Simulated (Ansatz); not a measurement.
`[CH3][W]([F])(=[S])=[S]`. Total charge 0; spin multiplicity 1. W takes the def2 core potential. Geometry: relaxed with PBE0-D4/def2-TZVP.

```xyz
8

C     0.789   -0.692    0.374
W    -0.755    0.555   -0.277
F    -2.358   -0.014    0.448
S    -0.163    2.485    0.354
S    -0.672    0.425   -2.386
H     0.565   -1.715    0.053
H     0.836   -0.644    1.467
H     1.758   -0.400   -0.033
```

**Question.** What is the dipole moment at ωB97M-V/def2-TZVPP? (An estimate is asked.)

**Answer.** Computed: 2.18 D, with components (1.05, -1.62, 1.02) D in this frame, pointing from negative to positive charge.

**Question.** And with PBE, r2SCAN, B3LYP? (An estimate is asked.)

**Answer.** Computed: PBE 2.17 D, r2SCAN 2.32 D, B3LYP 2.19 D.

**Question.** Give the Mulliken charges with ωB97M-V, r2SCAN, PBE in def2-TZVPP. (Estimate.)

**Answer.** Computed: 
| atom | ωB97M-V | r2SCAN | PBE |
| --- | --- | --- | --- |
| C1 | -0.53 | -0.39 | -0.43 |
| W2 | 0.70 | 0.81 | 0.66 |
| F3 | -0.29 | -0.29 | -0.25 |
| S4 | -0.16 | -0.22 | -0.19 |
| S5 | -0.16 | -0.22 | -0.19 |
| H6 | 0.14 | 0.10 | 0.13 |
| H7 | 0.14 | 0.10 | 0.13 |
| H8 | 0.16 | 0.12 | 0.14 |

B3LYP here is the variant with VWN-RPA as its local correlation; programs differ in this.
